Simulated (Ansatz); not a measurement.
Stretching the As1–N2 bond in AsN (multiplicity 1 held). Energies count from the point at 1.611 Å.


Unrestricted levels (U-) break spin symmetry where that is lower. Active spaces are followed from rest. Curves can end on different states.

Frozen-core correlation. Filled d and f shells under p-block atoms count as core.

Programs: Ansatz (Gaussian orbitals). Each number belongs to the level named beside it.

Q: Give the energy at R = 6.446 Å at the level U-CCSD(T)/cc-pVDZ.

A: 3.73 eV

Doubts at one or more of the structures used: a spin-contaminated determinant (U-CCSD(T)/cc-pVDZ); T1 above 0.05 (U-CCSD(T)/cc-pVDZ).

Ansatz is an electronic-structure program.
